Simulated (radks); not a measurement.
Results of a calculation; reference values are marked as such.
Excited configurations of the nickel ion Ni2+: one electron is placed in a higher orbital outside [Ar] 3d7. The ground configuration is [Ar] 3d8. Level of theory: scalar-relativistic Kohn-Sham, PBE, spin-polarised, spherical densities, point nucleus; open shells are filled with parallel spins first (a radial shooting solver on a logarithmic mesh with Libxc functionals). Excitation = E - E(ground); binding = E(ion) - E, where the ion is the core of charge +3; n* = 3/sqrt(2 binding) in atomic units, and the quantum defect is n - n*.

[
 {"outer orbital": "4s", "excitation (eV)": "6.605", "binding (eV)": "29.320", "n*": "2.044", "quantum defect": "1.956", "eigenvalue (eV)": "-24.752", "<r> (bohr)": "2.231"},
 {"outer orbital": "4p", "excitation (eV)": "13.927", "binding (eV)": "21.997", "n*": "2.359", "quantum defect": "1.641", "eigenvalue (eV)": "-18.172", "<r> (bohr)": "2.631"},
 {"outer orbital": "4d", "excitation (eV)": "22.947", "binding (eV)": "12.977", "n*": "3.072", "quantum defect": "0.928", "eigenvalue (eV)": "-10.568", "<r> (bohr)": "3.864"},
 {"outer orbital": "5s", "excitation (eV)": "22.571", "binding (eV)": "13.353", "n*": "3.028", "quantum defect": "1.972", "eigenvalue (eV)": "-11.529", "<r> (bohr)": "4.765"},
 {"outer orbital": "5p", "excitation (eV)": "24.876", "binding (eV)": "11.048", "n*": "3.329", "quantum defect": "1.671", "eigenvalue (eV)": "-9.449", "<r> (bohr)": "5.467"},
 {"outer orbital": "5f", "excitation (eV)": "30.615", "binding (eV)": "5.310", "n*": "4.802", "quantum defect": "0.198", "eigenvalue (eV)": "-4.441", "<r> (bohr)": "9.874"},
 {"outer orbital": "6s", "excitation (eV)": "28.210", "binding (eV)": "7.714", "n*": "3.984", "quantum defect": "2.016", "eigenvalue (eV)": "-6.720", "<r> (bohr)": "8.214"},
 {"outer orbital": "6d", "excitation (eV)": "30.857", "binding (eV)": "5.068", "n*": "4.916", "quantum defect": "1.084", "eigenvalue (eV)": "-4.365", "<r> (bohr)": "11.61"},
 {"outer orbital": "6f", "excitation (eV)": "32.153", "binding (eV)": "3.771", "n*": "5.698", "quantum defect": "0.302", "eigenvalue (eV)": "-3.226", "<r> (bohr)": "14.89"},
 {"outer orbital": "7s", "excitation (eV)": "30.869", "binding (eV)": "5.056", "n*": "4.921", "quantum defect": "2.079", "eigenvalue (eV)": "-4.412", "<r> (bohr)": "12.60"},
 {"outer orbital": "7p", "excitation (eV)": "31.439", "binding (eV)": "4.486", "n*": "5.225", "quantum defect": "1.775", "eigenvalue (eV)": "-3.927", "<r> (bohr)": "13.88"},
 {"outer orbital": "7f", "excitation (eV)": "33.121", "binding (eV)": "2.804", "n*": "6.608", "quantum defect": "0.392", "eigenvalue (eV)": "-2.435", "<r> (bohr)": "20.85"}
]

The Delta-SCF ionisation energy is 35.925 eV (NIST Atomic Spectra Database: 35.19 eV, measured). Self-interaction in the functional shifts the binding energies and quantum defects, so they are the method's values and not measured ones. Open shells are spherical and high-spin; term and fine-structure splittings are not resolved.
